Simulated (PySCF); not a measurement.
The scaffold HS-X carries different groups X. Gas-phase values, no solvent. One relaxed conformer stands for each flexible species; it need not be the lowest. Strings in code marks are SMILES.

Level of theory: PBE-D3(BJ)/def2-TZVP // B3LYP-D3(BJ)/def2-TZVP (PySCF). All candidates: neutral, multiplicity 1. Excitations are Tamm–Dancoff values on a coarser integration grid. The basis has no diffuse functions, so Rydberg states are missing or too high.

| Quantity | Value |
|---|---|
| HOMO–LUMO gap | 3.58 eV |
| LUMO | -2.44 eV |
| T1 excitation (TDA) | 3.24 eV |

Problem. Identify which member has these values.
A. `O=CS` (O–C–S–H torsion 180°)
B. `S[SeH]` (H–S–Se–H torsion 90°)
C. `CC#CS`
D. `C#CS`

Solution. B, `S[SeH]` (H–S–Se–H torsion 90°). The others give `O=CS` (O–C–S–H torsion 180°): 4.36 eV, -2.15 eV, 4.01 eV; `CC#CS`: 4.43 eV, -0.94 eV, 4.18 eV; `C#CS`: 4.53 eV, -1.30 eV, 4.26 eV
